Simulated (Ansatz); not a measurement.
Compare A (`[OH][Al]1[CH2][SiH2][SiH2]1`) with its isomer B (`[CH2]1[AlH][O][SiH2][SiH2]1`).

Program: Ansatz. Geometries: PBE0-D4/def2-TZVP. ΔE: electronic, gas phase. CCSD(T)/CBS is the MP2 limit (def2-TZVPP, def2-QZVPP) plus CCSD(T) − MP2 in def2-TZVPP, frozen cores. Functionals use def2-TZVPP. B3LYP here is the variant with VWN-RPA as its local correlation; programs differ in this. One conformer a species, not always the lowest.

Q: Which is lower in electronic energy at CCSD(T)/CBS, and by how much? (Best estimate.)

A: The calculation gave: B, by 29.8 kcal/mol.

Q: Give E(B) − E(A) in kcal/mol with HF/def2-TZVPP, PBE0-D4, B3LYP-D4, MP2/def2-TZVPP, B2PLYP, CCSD/def2-TZVPP, CCSD(T)/def2-TZVPP. (Estimate.)

A: Computed: HF/def2-TZVPP -36.4, PBE0-D4 -25.9, B3LYP-D4 -30.6, MP2/def2-TZVPP -30.9, B2PLYP -30.6, CCSD/def2-TZVPP -30.6, CCSD(T)/def2-TZVPP -29.6. None reverses the order clearly.

Largest T1 diagnostic: 0.014.

From PBE to PBE0 (25 % exact exchange), in def2-TZVPP and without D4, E(B) − E(A) moves by −2.3 kcal/mol. In def2-TZVPP, CCSD(T) changes the Hartree–Fock value by +6.8 kcal/mol (the triples alone add +1.0 kcal/mol) and MP2 by +5.5 kcal/mol.
